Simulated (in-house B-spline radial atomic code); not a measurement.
A run on an ion of nuclear charge 59 with 59.4 electrons that did not converge. Method: scalar-relativistic (X2C) TPSS, spin-polarised, spherical fractional occupations, Fermi nucleus of rms radius 4.8919 fm; computed with an all-electron radial atomic-structure program (B-spline basis).

Command:
```bash
python run_scf.py task.json out
```
Settings (nuclear radius in fm, mass in u):
```
Z                59
configuration    [Xe] 4f3.4 6s2
hamiltonian      x2c
method           tpss,tpss
spin_polarised   True
nucleus          fermi
rms_radius       4.8919
atomic_mass      140.90766
speed_of_light   137.035999084
```

First and last ten iterations of the last attempt (damped for 15 steps, keeping 80 % of the old Fock matrix, then DIIS):
```
 iter        energy (Eh)    residual
    1       -9231.578304    1.63e-01
    2       -9231.406500    3.25e-01
    3       -9233.974105    2.05e-01
    4       -9235.216132    1.26e-01
    5       -9235.786251    8.23e-02
    6       -9236.036225    5.08e-02
    7       -9236.142529    3.26e-02
    8       -9236.187822    2.34e-02
    9       -9236.208201    1.80e-02
   10       -9236.218376    1.45e-02
  111       -9232.450203    1.57e-01
  112       -9232.452896    1.57e-01
  113       -9236.219801    1.09e-02
  114       -9236.218988    1.13e-02
  115       -9232.418451    1.59e-01
  116       -9232.419864    1.59e-01
  117       -9232.419158    1.59e-01
  118       -9232.418762    1.59e-01
  119       -9232.421014    1.59e-01
  120       -9232.421620    1.59e-01
 not converged after 120 iterations
```

The smallest residual met was 9.2e-03; the threshold is about 6e-07. No energy from this run should be used. The likely cause: this method binds the added charge weakly or not at all at the basis-set limit, so charge moves back and forth between the atom and the box. Time taken, with all properties: 3.9 s on 1 thread of Intel(R) Xeon(R) 6975P-C (shared host).
